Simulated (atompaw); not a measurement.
## Cd: one change to a PAW (atompaw) potential, before and after

cadmium, PAW, made with atompaw 4.2.0.5 (PBEsol, non-relativistic). Core [Ar] 3d10, reference 4s2 4p6 4d10 5s1.75 5p0.25. Waves: 4s (bound): rc 1.05 bohr; 5s (bound): rc 1.30 bohr; 4p (bound): rc 1.50 bohr; 5p (bound): rc 2.10 bohr; 4d (bound): rc 2.10 bohr; 4d channel at 0.05 Ry: rc 2.10 bohr. Local part: bessel scheme, radius 1.80 bohr. Core correction: smooth core density matched at 1.65 bohr. Augmentation charge: sinc compensation charge, radius 1.90 bohr; PAW radius 2.10 bohr; waves and projectors: custom rrkj gramschmidtortho.

All-electron outer shells of the reference configuration (PBEsol, non-relativistic, ld1.x):

| shell | level (eV) | outermost node (bohr) | outermost maximum (bohr) |
| --- | --- | --- | --- |
| 3d | -399.75 | – | 0.27 |
| 4s | -98.34 | 0.44 | 0.82 |
| 4p | -65.58 | 0.44 | 0.85 |
| 4d | -13.10 | 0.42 | 0.98 |
| 5s | -5.62 | 1.10 | 2.44 |
| 5p | -1.49 | 1.21 | 3.29 |

Change: wave 4s (bound): rc 1.05 bohr becomes 4s (bound): rc 1.82 bohr.

Cutoffs: the cutoffs (Ry, on a coarse ladder) from which the occupation-weighted sum of valence levels, in a spherical-Bessel basis at the reference potential, stays within 10 and 1 mRy of its value at 400 Ry; they do not see the model core or the augmentation charge, which bear on the density cutoff.

Question: What does the change do?

Answer: The potential gets softer (50 Ry and 100 Ry → 40 Ry and 70 Ry); neither file shows a bound ghost.

| quantity | base | changed |
| --- | --- | --- |
| cutoff, loose | 50 Ry | 40 Ry |
| cutoff, tight | 100 Ry | 70 Ry |
| loose cutoff by channel (10 mRy a level) | s 30 Ry, p 35 Ry, d 18 Ry | s 25 Ry, p 35 Ry, d 18 Ry |
| bound ghosts | none | none |
| s: phases at 2.11 bohr within 0.05 rad from the reference energy up to (Ry; the scan ends near 5) | to the end of the scan | to the end of the scan |
| p: phases at 2.11 bohr within 0.05 rad from the reference energy up to (Ry; the scan ends near 5) | to the end of the scan | to the end of the scan |
| d: phases at 2.11 bohr within 0.05 rad from the reference energy up to (Ry; the scan ends near 5) | to the end of the scan | to the end of the scan |
| lowest overlap eigenvalue by channel | s 0.27, p 0.54, d 0.18 | s 0.21, p 0.54, d 0.18 |

 The cutoffs see the waves, projectors and local potential, not the compensation charge or the core.
